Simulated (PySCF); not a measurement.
Computed shifts of a molecule CH9ClOSi3, PBE0/pcSseg-1 (PySCF), GIAO, gas phase, atoms alike by connectivity averaged where their shifts nearly agree, in ppm (number of nuclei): ¹³C: 5.5 (1). ²⁹Si: 14.3 (1), -16.0 (1), -106.7 (1). ¹H: 5.85 (1), 5.73 (1), 5.70 (1), 3.83 (2), 0.94 (3), 0.62 (1). References: ¹³C against TMS (σ = 186.3 ppm); ²⁹Si against TMS (σ = 352.7 ppm); ³⁵Cl against HCl (σ = 945.9 ppm); ¹⁷O against H2O (σ = 334.2 ppm); ¹H against TMS (σ = 31.56 ppm), references at their B3LYP-D3(BJ)/def2-TZVP geometries, non-relativistic (without spin–orbit terms, shifts of atoms bonded to Cl or Br come out too high). Geometry optimised at PBE0-D3(BJ)/def2-SVP. The values are those of a single conformer.

Task: Pick the molecule that these values belong to.
A) C[Si@@H](Cl)[SiH2][SiH2]O
B) O[Si@@H](Cl)C([SiH3])[SiH3]
C) C[Si@H]([SiH3])[Si@H](O)Cl
D) C[Si@@](O)([SiH3])[SiH2]Cl

Result: A, C[Si@@H](Cl)[SiH2][SiH2]O
